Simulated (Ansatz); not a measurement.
Gas-phase electronic energies from Ansatz, PBE0-D4/def2-TZVP geometries. CBS: MP2 limit from def2 TZ/QZ plus the TZ coupled-cluster correction, frozen cores. This one scheme is used for every species. Functionals use def2-TZVPP. Triplets are unrestricted, without spin–orbit coupling. One conformer a species, not always the lowest.

Reaction (formal loss of a carbene): `O[SiH](O)C[SiH](Cl)Cl` → `[CH2]` (triplet) + `O[SiH](O)[SiH](Cl)Cl`

| species | PBE energy (Eh) |
| --- | --- |
| `O[SiH](O)C[SiH](Cl)Cl` | -1691.02579 |
| `[CH2]` (triplet) | -39.10530 |
| `O[SiH](O)[SiH](Cl)Cl` | -1651.72816 |

**Question.** Work out ΔE.

**Answer.** ΔE = (-39.10530) + (-1651.72816) − (-1691.02579) = 0.19233 Eh = +5.23 eV. CCSD(T)/CBS gives +5.44 eV.

Largest T1 diagnostic among the species: 0.011.

In def2-TZVPP, CCSD(T) changes the Hartree–Fock value by +1.48 eV (the triples alone add +0.12 eV) and MP2 by +1.69 eV. The D4 term adds +0.16 eV with B3LYP and +0.09 eV with PBE0; it sums over pairs of atoms, weighted by their polarisabilities, and B3LYP, whose exchange is more repulsive, gets the larger term.

B3LYP here is the variant with VWN-RPA as its local correlation; programs differ in this.
